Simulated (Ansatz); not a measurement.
Spectroscopic constants of BaAl, multiplicity 4 (an upper state: multiplicity 2 came lower at CCSD(T)/def2-TZVPP on PBE0 minima). No spin–orbit coupling. The T1 diagnostic near the minimum is 0.056, so single-reference values are doubtful.

Seven points along R, fitted to fifth degree in 1/R; most abundant isotopes. In def2 and cc sets the state is the lowest found near the PBE0 minimum, followed along R.

Codes used: Ansatz (Gaussian basis) for Hartree–Fock, density functionals and correlated methods. Values without a source in brackets are computed. In def2 rows elements past Kr take small-core potentials, without spin–orbit coupling.

```csv
level,r_e (Å),ω_e (cm⁻¹),α_e (cm⁻¹),ω_e x_e (cm⁻¹),dipole (D)
PBE/def2-TZVPP,3.045,212,0.00035,0.70,5.24
PBE0/def2-TZVPP,3.023,222,0.00032,0.68,5.70
wB97X-V/def2-TZVPP,3.017,221,0.00034,0.72,4.55
CCSD/def2-TZVPP,3.055,214,0.00032,0.65,-
CCSD(T)/def2-TZVPP,3.047,217,0.00032,0.66,-
```

Correlated levels freeze the inner cores; with def2 sets outer-core shells near the valence are correlated too.

Doubts at one or more of the structures used: T1 above 0.05 (CCSD/def2-TZVPP, CCSD(T)/def2-TZVPP).

Ansatz is an electronic-structure program.
